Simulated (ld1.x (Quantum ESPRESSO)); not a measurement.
**Transferability test, TM potential for Mo**

- Element: Mo
- Generator: ld1.x (Quantum ESPRESSO) 7.5
- Type: norm-conserving Troullier–Martins (Kleinman–Bylander form)
- Functional: PBEsol
- Relativity: scalar-relativistic
- Frozen core: [Kr]
- Valence charge: 6
- Reference configuration: 4d4 5s2 5p0
- Partial waves: 5s (bound): rc 2.80 bohr; 4d (bound): rc 2.45 bohr; 5p (bound, empty): rc 3.25 bohr
- Local potential: the p channel
- Core correction: Bessel-smoothed model core inside 2.00 bohr

Energies are relative to the spin-unpolarised reference configuration 4d4 5s2 5p0; without spin polarisation the order of configurations can differ from experiment. The frozen-core shift is the all-electron ΔE with the core orbitals held at their reference shape minus the fully relaxed ΔE.

```
valence configuration  charge  ΔE all-electron (eV)  error AE − PS (meV)  frozen-core shift (meV)
          4d5 5s1 5p0       0                -0.177                 -116                      +42
          4d4 5s0 5p0      +2                22.182                  -61                      +14
          4d5 5s0 5p1       0                 3.012                 -121                      +46
          4d2 5s0 5p0      +4                88.381                -1084                    +1065
          4d3 5s0 5p0      +3                48.906                 -336                     +238
      4d5.5 5s0.5 5p0       0                 0.109                 -241                      +81
```

(1) What are ΔE and the potential's error for 4d5 5s0 5p0?

## Answers

(1) ΔE = 6.727 eV all-electron; the error (AE − PS) is -176 meV.
